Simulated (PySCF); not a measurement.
C6H11F3.
Structure used (PBE0-D3(BJ)/def2-SVP), in Å, numbered top down from 1:
```xyz
20
C6H11F3 angstrom
C      1.1875   -0.8716    0.9211
C      0.7703   -0.0792   -0.3120
C      1.5627    1.2131   -0.3977
F      2.8880    0.9272   -0.4536
F      1.2523    1.8782   -1.5383
C     -0.7473    0.1633   -0.4300
C     -1.4796   -1.0820   -0.9198
C     -1.3890    0.6361    0.8605
F     -0.7336    1.7298    1.3837
H      1.0065   -0.2999    1.8447
H      0.6364   -1.8205    0.9937
H      2.2592   -1.1086    0.8796
H      1.0752   -0.6392   -1.2141
H      1.3888    1.8907    0.4526
H     -0.8877    0.9557   -1.1837
H     -1.3603   -1.9265   -0.2223
H     -1.0947   -1.4011   -1.8992
H     -2.5589   -0.8952   -1.0317
H     -1.3778   -0.1631    1.6220
H     -2.4397    0.9199    0.6808
```

Level: PBE0/pcSseg-1 in PySCF, non-relativistic, on one gas-phase PBE0-D3(BJ)/def2-SVP geometry that isn't relaxed in the solvent. The solvent is an IEF-PCM continuum (van der Waals radii × 1.2). Only the electrostatic response of the medium enters.

```csv
run,E − E(gas) (kcal/mol),HOMO (eV),HOMO–LUMO gap (eV),dipole (D)
gas,0.00,-8.97,10.13,3.20
P,-3.74,-8.86,10.41,3.81
Q,-4.30,-8.84,10.45,3.91
```

The runs were made in acetone and tetrahydrofuran. Which run belongs to which solvent?

P = tetrahydrofuran, Q = acetone. The dielectric constants are 7.426 (tetrahydrofuran), 20.49 (acetone), and the energy falls further as ε rises. In this model the ground state sees the solvent through ε alone.

How constant is the ratio of the lowering to (ε − 1)/(2ε + 1)?

```csv
solvent,(ε − 1)/(2ε + 1),E − E(gas) (kcal/mol),ratio (kcal/mol),polarisation term (kcal/mol)
tetrahydrofuran,0.405,-3.74,-9.2,-4.12
acetone,0.464,-4.30,-9.3,-4.82
```

The ratio changes by +0.4 % in size from tetrahydrofuran to acetone. The polarisation term is half the interaction of the solute with the induced surface charges.

The run took 38 s of wall time on Arm Neoverse V1, one thread, shared host with 32 logical CPUs at a one-minute load of 17, and the process peaked at 1.2 GiB of memory. This is the whole shielding run at PBE0/pcSseg-1 in acetone, SCF included.
